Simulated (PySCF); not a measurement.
Method: PySCF with ωB97X-D3(BJ)/def2-TZVP // B3LYP-D3(BJ)/def2-TZVP. All species are isolated molecules in the gas phase. One relaxed conformer stands for a flexible species; it need not be the lowest. 

Reference species (SMILES): `[GaH2][SH]` (neutral, multiplicity 1).

- HOMO–LUMO gap: 10.43 eV

Changed species: `[GaH3]` (3 of 3 SH replaced by H; the reference has 2 of 3 SH replaced by H).

Problem. Give the shifts of the HOMO–LUMO gap.

Solution. the HOMO–LUMO gap rises by 0.76 eV, to 11.19 eV.
